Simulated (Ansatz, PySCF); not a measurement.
This Ansatz (an electronic-structure program) input computes a CAM-B3LYP/def2-TZVPD energy:

Ansatz 0.2 input:
```yaml
crystal:
  periodic: [false, false, false]
  atoms:
    - {symbol: Se, position_ang: [-0.00415543, -0.01140924, 0.36621161]}
    - {symbol: F, position_ang: [1.24346324, -0.73006995, -0.47029783]}
    - {symbol: F, position_ang: [0.03071145, 1.45824604, -0.41588255]}
    - {symbol: F, position_ang: [-1.25847638, -0.68507453, -0.49728572]}
basis:
  gaussian:
    orbitals: def2-TZVPD
hamiltonian:
  xc: {name: CAM-B3LYP}
total_charge: 1
output: {forces: true}
```

**Question.** Write an input for the same energy in PySCF and say what it gives.

**Answer.** 
```python
from pyscf import gto, scf, dft

mol = gto.M(
    atom='''
    Se   -0.00415543   -0.01140924    0.36621161
    F     1.24346324   -0.73006995   -0.47029783
    F     0.03071145    1.45824604   -0.41588255
    F    -1.25847638   -0.68507453   -0.49728572
    ''',
    basis='def2-tzvpd',
    charge=1,
    spin=0,
    verbose=4,
)

mf = dft.RKS(mol, xc='camb3lyp').density_fit(auxbasis='def2-universal-jkfit')
mf.grids.level = 3
mf.conv_tol = 1e-9
mf.max_cycle = 100
mf.max_memory = 1500
mf.kernel()
if not mf.converged:
    mf = mf.newton()
    mf.kernel(mf.make_rdm1())
mf.analyze()
```
It gives -2700.90257 Eh, and Ansatz -2700.90252 Eh, a difference of 0.05 mEh, from the treatment of integrals and grids.
